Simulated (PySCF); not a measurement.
S4, SMILES [S]([S]=S)=S (connectivity only; charge and spin as stated), neutral, multiplicity 1.

The structure is a stationary point at ωB97X-D3(BJ)/def2-SVP. Other conformers were not sampled.

Computed with HF/def2-TZVPD (PySCF).

Symmetry labels are those of the subgroup C2v that the program uses (full group C2v).

Computed valence orbital energies around the gap with their symmetry:
```
orbital  symmetry  energy (eV)
-------  --------  -----------
HOMO−7         A1       -16.36
HOMO−6         A1       -15.26
HOMO−5         B1       -14.80
HOMO−4         B2       -13.51
HOMO−3         A2       -11.97
HOMO−2         A1       -10.38
HOMO−1         B2        -9.94
HOMO           B1        -8.44
LUMO           A2        -1.84
LUMO+1         A1         1.08
LUMO+2         B2         1.38
LUMO+3         B2         1.69
```
